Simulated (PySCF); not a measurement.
C3H12B2N2.
SMILES: `[BH-]1(C2CC2)[NH2+][BH2-][NH2+]1`

Torsions of this conformer, `[BH2-:1]1[NH2+:2][BH-:3]([CH:4]2[CH2:5][CH2:6]2)[NH2+:7]1`: N2–B3–C4–C5 163°.

The closed-shell ground state was solved at several levels (PySCF, density fitting, gas phase, non-relativistic). One conformer (not necessarily the lowest) at the PBE0-D3(BJ)/def2-SVP geometry, without solvent, vibrations or thermal averaging.

```json
{"level": "PBE0/pcSseg-1", "basis functions": "179", "HOMO (eV)": "-7.59", "LUMO (eV)": "1.03", "gap (eV)": "8.62", "dipole (D)": "0.17"}
{"level": "mPW1PW91/pcSseg-1", "basis functions": "179", "HOMO (eV)": "-7.62", "LUMO (eV)": "1.01", "gap (eV)": "8.63", "dipole (D)": "0.16"}
{"level": "B3LYP/pcJ-1", "basis functions": "309", "HOMO (eV)": "-7.35", "LUMO (eV)": "0.67", "gap (eV)": "8.02", "dipole (D)": "0.18"}
```

**Question.** Estimate the row for CAM-B3LYP/def2-SVPD, a basis of 236 functions; the other rows only guide the guess.

**Answer.** HOMO -9.02 eV, LUMO 0.88 eV, gap 9.90 eV, dipole 0.19 D.

**Question.** Over all these levels, which gives the widest orbital gap and which the narrowest?

**Answer.** CAM-B3LYP/def2-SVPD (range-separated hybrid) has the widest, 9.90 eV, and B3LYP/pcJ-1 (global hybrid, 20 % exact exchange) the narrowest, 8.02 eV. Functional and basis both differ between the two, so the spread mixes both effects.

**Question.** How far do the dipole and the HOMO energy spread over the levels?

**Answer.** The dipole runs from 0.16 to 0.19 D (mean 0.17 D) and the HOMO from -9.02 to -7.35 eV.
